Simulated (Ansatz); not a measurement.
Computed with Ansatz on PBE0-D4/def2-TZVP structures; ΔE is electronic, products minus reactants. CCSD(T)/CBS is the MP2 limit (def2-TZVPP, def2-QZVPP) plus CCSD(T) − MP2 in def2-TZVPP, frozen cores. DFT in def2-TZVPP. For Mg outer-core shells are correlated without core-valence functions, which leaves a few kJ/mol of doubt a bond. Each species was taken in one conformer, which may not be the lowest.

Reaction (redistribution): `C[SiH2]N[SiH](O)O` + `[NH2][Mg][OH]` → `O[SiH2]N[SiH](O)O` + `[CH3][Mg][NH2]`

`C[SiH2]N[SiH](O)O`:

Cartesian coordinates in Å:
```
C -1.347 -2.262 -0.103
Si -1.092 -0.546 -0.790
N -0.255 0.481 0.325
Si 1.188 1.367 0.117
O 2.329 1.065 1.266
O 0.880 2.966 0.284
H -1.928 -2.232 0.822
H -1.893 -2.884 -0.818
H -0.392 -2.746 0.112
H -0.265 -0.597 -2.024
H -2.427 0.024 -1.130
H -0.748 0.678 1.187
H 1.703 1.022 -1.228
H 2.655 0.167 1.337
H 1.593 3.496 0.646
```

`[NH2][Mg][OH]`:

Cartesian coordinates in Å:
```
N 1.358 -0.581 0.064
Mg -0.384 0.123 -0.028
O -2.048 0.720 -0.135
H 1.790 -1.005 0.870
H 2.029 -0.617 -0.688
H -2.745 1.359 -0.083
```

`O[SiH2]N[SiH](O)O`:

Cartesian coordinates in Å:
```
O -1.430 -1.492 -0.558
Si -1.297 -0.678 0.883
N -0.292 0.678 0.613
Si 1.223 0.705 -0.199
O 1.166 2.062 -1.119
O 1.383 -0.704 -1.008
H -1.653 -2.423 -0.502
H -0.740 -1.639 1.872
H -2.613 -0.180 1.358
H -0.714 1.581 0.780
H 2.412 0.779 0.679
H 1.997 2.391 -1.463
H 0.558 -1.079 -1.337
```

`[CH3][Mg][NH2]`:

```xyz
8

C    -0.513   -0.730    1.503
Mg    0.099    0.139   -0.285
N     0.654    0.929   -1.912
H    -1.482   -0.342    1.830
H     0.199   -0.540    2.312
H    -0.617   -1.816    1.412
H     1.479    0.695   -2.444
H     0.181    1.665   -2.416
```

```
             level  ΔE (kJ/mol)
           PBE0-D4         19.4
           ωB97M-V         16.9
            r2SCAN         20.1
              PBE0         19.6
    MP2/def2-TZVPP         20.6
CCSD(T)/def2-TZVPP         16.7
SCS-MP2/def2-QZVPP         23.9
    CCSD/CBS(def2)         22.0
```

Question: What does CCSD(T)/CBS give? (Estimate.)

Answer: The calculation gave: +19.8 kJ/mol. The listed levels differ from it by -0.4, -2.9, 0.3, -0.2, 0.8, -3.1, 4.1, 2.2 kJ/mol.

Largest T1 diagnostic among the species: 0.012.
